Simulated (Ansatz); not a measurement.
Reaction (ligand exchange at the Al–O bond): `[CH3][Al]([CH3])[O]B(O)O` + H–F → `[CH3][Al]([CH3])[F]` + `OB(O)O`

Program: Ansatz. Geometries: PBE0-D4/def2-TZVP. ΔE: electronic, gas phase. CBS: MP2 limit from def2 TZ/QZ plus the TZ coupled-cluster correction, frozen cores. This one scheme is used for every species. DFT in def2-TZVPP. B3LYP here is the variant with VWN-RPA as its local correlation; programs differ in this. Each species was taken in one conformer, which may not be the lowest.

`[CH3][Al]([CH3])[O]B(O)O`:

Cartesian coordinates in Å:
```
C 2.059 0.571 0.210
Al 0.128 0.762 0.085
C -0.852 2.419 -0.196
O -0.838 -0.631 0.325
B -0.820 -1.935 -0.025
O -1.606 -2.873 0.600
O -0.002 -2.356 -1.045
H 2.597 1.411 -0.237
H 2.375 0.505 1.257
H 2.387 -0.351 -0.279
H -0.212 3.303 -0.147
H -1.651 2.535 0.543
H -1.337 2.417 -1.178
H -2.144 -2.477 1.287
H -0.084 -3.300 -1.201
```

H–F:

Z-matrix (Å, degrees):
```
F
H 1 0.920
```

`[CH3][Al]([CH3])[F]`:

Cartesian coordinates in Å:
```
C 0.974 1.379 -0.477
Al -0.241 -0.133 -0.582
C -0.790 -1.273 0.892
F -0.882 -0.494 -2.069
H 1.157 1.834 -1.452
H 0.576 2.154 0.187
H 1.939 1.079 -0.056
H -1.876 -1.244 1.023
H -0.329 -0.985 1.840
H -0.530 -2.318 0.695
```

`OB(O)O`:

Z-matrix (Å, degrees):
```
B
O 1 1.366
O 1 1.366 2 120.0
O 1 1.366 2 120.0 3 180.0
H 2 0.960 1 112.2 3 -0.0
H 3 0.960 1 112.2 2 180.0
H 4 0.960 1 112.2 2 0.0
```

(1) Is it downhill or uphill in electronic energy at CCSD(T)/CBS, and by how much? (Estimate.)

(2) What do these levels give: PBE-D4, ωB97M-V, PBE0, B3LYP, MP2/CBS(def2), CCSD/CBS(def2)? (Estimate.)

Largest T1 diagnostic among the species: 0.012.

Results:

(1) Computed: Downhill: ΔE = -10.4 kcal/mol.

(2) The calculation gave: PBE-D4 -11.6, ωB97M-V -11.5, PBE0 -12.2, B3LYP -13.2, MP2/CBS(def2) -10.3, CCSD/CBS(def2) -10.8 kcal/mol.

In def2-TZVPP, CCSD(T) changes the Hartree–Fock value by +2.2 kcal/mol (the triples alone add +0.4 kcal/mol) and MP2 by +2.3 kcal/mol. The D4 term adds +2.0 kcal/mol with B3LYP and +1.2 kcal/mol with PBE0; it sums over pairs of atoms, weighted by their polarisabilities, and B3LYP, whose exchange is more repulsive, gets the larger term.
